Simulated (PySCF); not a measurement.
hydrogen peroxide (H2O2), singlet, at a GFN2-xTB geometry. Base run: B3LYP/cc-pVDZ run with PySCF.

Here is a job for PySCF.
```python
from pyscf import gto, scf, dft, solvent

mol = gto.M(
    atom='''
O    -0.023120    0.709965   -0.012564
O     0.023120   -0.709965    0.012564
H     0.913898    0.942485   -0.032627
H    -0.913898   -0.942485    0.032627
''',
    basis='cc-pvdz',
    charge=0,
    spin=0,
    verbose=4,
)

mf = dft.RKS(mol)
mf.xc = 'b3lyp'
mf.kernel()
mf.analyze()
```

Each row names what was changed in the base input (with any setting that the change needs).

| change | ΔE vs base (kJ/mol) | HOMO-LUMO gap (eV) |
|---|---|---|
| base | 0.00 | 7.42 |
| model = IEF-PCM; solvent = 2-propanol; vdw_scale = 1.4 | -13.39 | 7.57 |
| model = IEF-PCM; solvent = 2-propanol; lebedev_order = 41 | -23.84 | 7.65 |
| model = IEF-PCM; solvent = 2-propanol; vdw_scale = 1.1 | ? | ? |
| model = IEF-PCM; solvent = 2-propanol; r_probe = 0.5 | ? | ? |
| model = IEF-PCM; solvent = 2-propanol | -23.77 | 7.65 |
| model = IEF-PCM; solvent = chloroform | -18.14 | 7.60 |
| model = COSMO; solvent = 2-propanol | -23.74 | 7.65 |
| model = IEF-PCM; solvent = acetonitrile | ? | 7.65 |
| model = C-PCM; solvent = 2-propanol | -24.40 | 7.65 |
| model = SS(V)PE; solvent = 2-propanol | -23.71 | 7.65 |
| model = IEF-PCM; solvent = 2-propanol; vdw_scale = 1.0 | -44.7 | 7.76 |

Question: Fill in the missing entries.

Answer: 
- model = IEF-PCM; solvent = 2-propanol; vdw_scale = 1.1, ΔE vs base (kJ/mol): -32.4
- model = IEF-PCM; solvent = 2-propanol; vdw_scale = 1.1, HOMO-LUMO gap (eV): 7.70
- model = IEF-PCM; solvent = 2-propanol; r_probe = 0.5, ΔE vs base (kJ/mol): -8.29
- model = IEF-PCM; solvent = 2-propanol; r_probe = 0.5, HOMO-LUMO gap (eV): 7.53
- model = IEF-PCM; solvent = acetonitrile, ΔE vs base (kJ/mol): -24.70

The base is the gas phase, so ΔE is the electrostatic part of solvation at a fixed geometry, without cavity and dispersion terms.
